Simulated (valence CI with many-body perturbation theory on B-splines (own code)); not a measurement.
# Level structure of Os⁴³⁺

Computed by valence CI with perturbative core correlation (CI+MBPT): five valence electrons over a frozen Dirac-Fock core [Ar] 3d10, radial functions for each j: 9 s, 9 p, 8 d, 6 f, 3 g, 1 h, with the one-electron correlation potential Σ1 (screened to all orders), the two-electron term Σ2, the three-electron term Σ3, Breit, model QED; selected single and double excitations, second order for the rest (own B-spline code, finite nucleus).

No measured spectrum was set against this ion. As an estimate, large intervals hold to a few tenths of a per cent, small ones and those within an open d or f shell to about a per cent. Among the levels kept, up to 270 cm⁻¹ of a level comes from second order outside the variational space, and about a tenth of that is noise between levels of different J, which matters for small intervals.

Levels 46 to 53 of 53, with energies above the lowest level, (4s^2 4p1/2^2 4p3/2) J=3/2. "Leading %" is the weight of the configuration and term that name the level; weights of strongly mixed levels are sums over their largest components and can fall short. In the jj column 3d3/2^4 stands for four electrons in 3d with j = 3/2. Lifetimes count E1, E2, E3, M1 and M2 decay at the calculated energies, and are blank where another channel may lead or the interval is too uncertain; long ones can be off by a factor of two.

| No. | Configuration | Term | J | E (eV) | Leading % | Lifetime | Leading jj |
| --- | --- | --- | --- | --- | --- | --- | --- |
| 46 | 4s²4p²4d | ²D | 3/2 | 399.27 | 67 | 685 fs | 4s^2 4p3/2^2 4d3/2 (91 %) |
| 47 | 4s²4p²4d | ⁴F | 9/2 | 400.08 | 60 | 76.9 ns | 4s^2 4p3/2^2 4d5/2 (98 %) |
| 48 | 4s4p³4d | ²P° | 3/2 | 401.45 | 28 | 4.68 ps | 4s 4p1/2^2 4p3/2 4d5/2 (77 %) |
| 49 | 4s²4p²4d | ²P | 1/2 | 401.75 | 48 | 23.5 ps | 4s^2 4p3/2^2 4d5/2 (86 %) |
| 50 | 4s4p³4d | ²F° | 7/2 | 404.10 | 36 | 3.36 ps | 4s 4p1/2^2 4p3/2 4d5/2 (81 %) |
| 51 | 4s4p³4d | ⁴D° | 7/2 | 411.65 | 25 | 1.35 ps | 4s 4p1/2^2 4p3/2 4d5/2 (84 %) |
| 52 | 4s²4p²4d | ²D | 5/2 | 413.95 | 76 | 575 ps | 4s^2 4p3/2^2 4d5/2 (98 %) |
| 53 | 4s4p³4d | ²P° | 1/2 | 414.42 | 46 | 2.61 ps | 4s 4p1/2^2 4p3/2 4d5/2 (92 %) |
